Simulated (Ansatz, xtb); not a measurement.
CH4FSiSn: where a starting geometry ends

The starting geometry of this gas-phase doublet was built from a drawn formula by distance geometry and a force field; its bonds are those of `C=[Si][SnH2][F]`.

```xyz
8

C    -0.2417    2.3543   -2.2564
F     0.1802    4.2932    1.5711
Si   -1.5153    2.8172   -1.2794
Sn   -1.1790    2.9405    1.1756
H     0.7088    2.1626   -1.8101
H    -0.3834    2.2381   -3.3204
H    -0.7013    1.4429    1.8029
H    -2.7090    3.4270    1.9479
```

Q: Predict what it relaxes into with r2SCAN-D4/def2-SVP.

A: It keeps its bonds, and is `C=[Si][SnH2][F]`.

The energy falls by 0.25 eV over 23 steps:

```json
{"step": "1", "E − E(last) (eV)": "0.250"}
{"step": "3", "E − E(last) (eV)": "0.044"}
{"step": "6", "E − E(last) (eV)": "0.017"}
{"step": "8", "E − E(last) (eV)": "0.012"}
{"step": "11", "E − E(last) (eV)": "0.007"}
{"step": "13", "E − E(last) (eV)": "0.005"}
{"step": "16", "E − E(last) (eV)": "0.002"}
{"step": "18", "E − E(last) (eV)": "0.001"}
{"step": "21", "E − E(last) (eV)": "0.000"}
{"step": "23", "E − E(last) (eV)": "0.000"}
```

Final geometry (Å):

```xyz
8

C    -0.3052    2.2461   -2.3194
F    -0.2031    4.5313    1.9835
Si   -1.2023    3.3703   -1.3632
Sn   -1.1761    3.0324    1.2005
H     0.3104    1.4618   -1.8577
H    -0.2770    2.2669   -3.4150
H    -0.2698    1.6439    1.6587
H    -2.7174    3.1233    1.9439
```

From the same start GFN2-xTB ends elsewhere, differing in Si3–H8 (1.52 against 3.65 Å here), Sn4–H8 (3.22 against 1.71 Å here).

The end wasn't checked by frequencies. Open shells are spin-unrestricted. Atoms past krypton carry core potentials, without spin–orbit terms. Run with Ansatz 0.2.0, 93 s on 2 threads of Intel(R) Xeon(R) 6975P-C (Granite Rapids) (shared host).
